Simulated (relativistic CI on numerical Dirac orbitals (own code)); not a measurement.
Electric-dipole lines of K VII

These numbers are calculated, not measured: Dirac-Coulomb-Breit CI, separate exchange-only KLI orbitals for each configuration, QED by a radiative potential, valence Slater integrals scaled by 0.9, configuration energies shifted to the measured levels that pair with them (semi-empirical) (own radial code, finite nucleus).

CI space (outside the closed core [Ne]): 3s²3p, 3s3p², 3s²3d, 3p³, 3s3p3d, 3s²4s, 3p²3d, 3s3p4s, 3s²4d, 3s3d², 3s²4f, 3p3d², 3s²4p, 3s²5s, 3s3p4p, 3s²5p, 3s²5d, 3s3p4d, 3s²5f, 3s²5g, 3s3p4f, 3p²4s, 3s3p5s, 3p²4p, 3s3d4s, 3s3p5p, 3s3p5d, 3s3p5f, 3s3d4p, 3s3p5g. Levels of other configurations are missing.

```csv
λ vac (Å),Lower,Upper,A (s⁻¹),log gf,S velocity/length
279.45,3s²3d ²D3/2 [11],3s²4f ²F°5/2 [84],4.67e+10,0.52,0.98
279.51,3s²3d ²D5/2 [12],3s²4f ²F°7/2 [85],5.00e+10,0.67,0.98
351.26,3p³ ²D°5/2 [14],3p²3d ²F7/2 [76],2.22e+10,0.52,0.95
351.69,3p³ ²D°3/2 [13],3p²3d ²F5/2 [75],2.09e+10,0.37,0.95
355.32,3p³ ²P°3/2 [19],3p²3d ²D5/2 [86],2.11e+10,0.38,0.91
355.91,3s3p² ²D3/2 [6],3s3p3d ²F°5/2 [36],1.67e+10,0.28,0.97
356.97,3s3p² ²D5/2 [7],3s3p3d ²F°7/2 [35],1.79e+10,0.44,0.97
398.91,3s²3p ²P°1/2 [1],3s²3d ²D3/2 [11],1.76e+10,0.22,1.00
400.04,3s3p² ⁴P3/2 [4],3s3p3d ⁴D°5/2 [27],1.07e+10,0.19,1.01
400.57,3s3p² ⁴P3/2 [4],3s3p3d ⁴D°3/2 [26],1.30e+10,0.10,1.01
402.51,3s3p² ⁴P5/2 [5],3s3p3d ⁴D°7/2 [28],2.10e+10,0.61,1.01
402.80,3s3p² ⁴P5/2 [5],3s3p3d ⁴D°5/2 [27],9.88e+09,0.16,1.00
403.77,3s²3p ²P°3/2 [2],3s²3d ²D5/2 [12],2.05e+10,0.48,1.00
404.78,3p³ ²D°5/2 [14],3p²3d ²D5/2 [58],1.38e+10,0.31,0.99
406.61,3s3p² ²P1/2 [9],3s3p3d ²D°3/2 [40],2.24e+10,0.35,0.97
407.48,3s3p² ⁴P3/2 [4],3s3p3d ⁴P°5/2 [22],7.56e+09,0.05,1.00
409.09,3s3p² ²P3/2 [10],3s3p3d ²D°5/2 [41],3.09e+10,0.67,0.97
409.44,3p³ ⁴S°3/2 [15],3p²3d ⁴P3/2 [61],2.31e+10,0.37,0.99
410.58,3p³ ⁴S°3/2 [15],3p²3d ⁴P5/2 [60],2.23e+10,0.53,1.00
419.42,3s3p² ²S1/2 [8],3s3p3d ²P°3/2 [33],1.75e+10,0.27,0.97
445.53,3s3p3d ⁴D°7/2 [28],3s3d² ⁴F9/2 [80],1.18e+10,0.55,1.01
446.36,3s3p² ²D3/2 [6],3s3p3d ²D°3/2 [30],1.46e+10,0.24,1.00
446.76,3s3p² ²D5/2 [7],3s3p3d ²D°5/2 [29],1.49e+10,0.43,1.00
487.10,3s²3p ²P°1/2 [1],3s3p² ²P1/2 [9],1.01e+10,-0.14,0.96
489.95,3s²3p ²P°3/2 [2],3s3p² ²P3/2 [10],1.42e+10,0.31,0.96
501.42,3s3p3d ²F°7/2 [35],3s3d² ²G9/2 [97],1.24e+10,0.67,1.00
506.50,3s²3d ²D5/2 [12],3s3p3d ²P°3/2 [39],1.26e+10,0.29,0.81
525.57,3s3p² ⁴P5/2 [5],3p³ ⁴S°3/2 [15],7.47e+09,0.09,0.96
548.80,3s²3d ²D3/2 [11],3s3p3d ²F°5/2 [36],7.89e+09,0.33,1.09
551.11,3s²3d ²D5/2 [12],3s3p3d ²F°7/2 [35],8.22e+09,0.48,1.09
```

Terms are leading LS components. Brackets give the number of a level in order of energy, since labels repeat. The list gives strong lines, with weight on those to low levels, without configurations that were not tied to measured data. Levels whose partners in the same complex of configurations lie outside the list can be far off, and so can their lines. Rates are taken at the computed energies, electric ones in the length gauge. A velocity-to-length ratio far from 1 marks an uncertain rate.

Configurations whose levels could be paired with our table of measured levels were shifted onto them, all but the ground configuration, by the median error of their levels; single terms can still be off by 1,000 to 2,000 cm⁻¹ or more, and rates follow the energies as ν³ (E1, M1) or ν⁵ (E2). The others borrow a shift and can be off by several thousand cm⁻¹ or more. 68 of the 69 excited levels that our extract of the measured tables holds in this range could be paired (the sources list more); they are missed by 808 cm⁻¹ on average and 7268 at most, after the shifts were fitted to these levels, and levels without a partner can miss by more.
